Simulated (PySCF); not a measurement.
Compound: 2-bromo-1,3-butadiene, C₄H₅Br.
Structure used (PBE0-D3(BJ)/def2-SVP), in Å, numbered top down from 1:
```xyz
10
C4H5Br angstrom
C     -1.9021    0.1993    0.2087
C     -0.6378    0.1438    0.6399
C      0.5659    0.0300   -0.1764
C      1.8039   -0.0236    0.3311
Br     0.3426   -0.0445   -2.0599
H     -2.7293    0.2845    0.9165
H     -2.1424    0.1614   -0.8568
H     -0.4317    0.1840    1.7158
H      2.6891   -0.1090   -0.3000
H      1.9402    0.0187    1.4154
```

Computed with PySCF, TDDFT B3LYP/def2-SVPD, vertical, gas phase, core orbitals frozen in the response. Relativistic effects, spin–orbit coupling among them, are left out although an element past zinc is present.

Ground-to-excited transition dipoles (e·a0, same axes as the geometry; the sign carries no meaning), for the states with f of 0.002 or more among the lowest 10:

| state | E (eV) | μx | μy | μz |
| --- | --- | --- | --- | --- |
| S1 | 5.219 | 1.177 | -0.054 | 0.395 |
| S4 | 5.836 | -1.453 | 0.094 | 0.106 |
| S6 | 6.505 | 0.156 | -0.009 | 0.027 |
| S8 | 7.016 | -0.257 | 0.038 | 0.459 |
| S9 | 7.077 | -0.021 | -0.283 | 0.019 |
| S10 | 7.106 | -0.018 | -0.296 | 0.013 |

**Question.** Work out the oscillator strengths.

**Answer.** f = (2/3) ΔE |μ|² with ΔE in hartree (27.2114 eV).

| state | \|μ\|² (au) | \|μ\| (D) | f |
| --- | --- | --- | --- |
| S1 | 1.543 | 3.16 | 0.197 |
| S4 | 2.131 | 3.71 | 0.305 |
| S6 | 0.025 | 0.40 | 0.004 |
| S8 | 0.278 | 1.34 | 0.048 |
| S9 | 0.081 | 0.72 | 0.014 |
| S10 | 0.088 | 0.75 | 0.015 |

**Question.** What is the point group, and which symmetry does each of these states have?

**Answer.** Cs. The ground state is totally symmetric, so the direction of μ fixes the label. Polarised normal to the mirror plane, so A″: S9 and S10. Polarised in the mirror plane, so A′: S1, S4, S6 and S8.

**Question.** What angle do the transition dipoles of S1 and S9 make?

**Answer.** |cos θ| = |μa·μb| / (|μa| |μb|) = 0.00, so θ ≈ 90° (taken between 0 and 90°, since the signs are arbitrary).

**Question.** What peak molar absorption coefficient would the strongest computed level give as a lone Gaussian band 0.4 eV wide at half height?

**Answer.** ε(max) = 2.175×10⁸ f / FWHM, with the width in cm⁻¹. S4: 2.175×10⁸ × 0.3047 / 3226 ≈ 21000 L mol⁻¹ cm⁻¹.

The vertical ionisation energy (ΔSCF) is 8.95 eV, 1.85 eV above S10.

On an Arm Neoverse V1 with one thread, no GPU (shared host), this took 77 s of wall time.

One conformer stands for the species.
